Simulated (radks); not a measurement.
Kinetic energies: the exact non-interacting value of the Kohn-Sham orbitals and orbital-free approximations, as 100 (|E| - |E exact|)/|E exact|, negative where the magnitude is too small. Species: Br2+ [Ar] 3d10 4s2 4p3; Yb [Xe] 4f14 6s2. All-electron calculation, non-relativistic Kohn-Sham, exchange-only PBE, spin-polarised, spherical densities, point nucleus. Program: a radial shooting solver on a logarithmic mesh with Libxc functionals. Every spin shell is full or empty, so the densities are truly spherical. Functionals are evaluated on that one density, not self-consistently.

exact (hartree): Br2+ 2570.96; Yb 13391.2
Thomas-Fermi: Br2+ -5.95; Yb -4.89
von Weizsacker: Br2+ -53.15; Yb -62.92
TF + vW/9: Br2+ -0.74; Yb -0.77
LC94: Br2+ +0.02; Yb -0.05
Pearson: Br2+ -1.10; Yb -0.94
LKT: Br2+ +22.05; Yb +16.69
DePristo-Kress: Br2+ -0.09; Yb -0.26
Ernzerhof: Br2+ -0.39; Yb -0.55
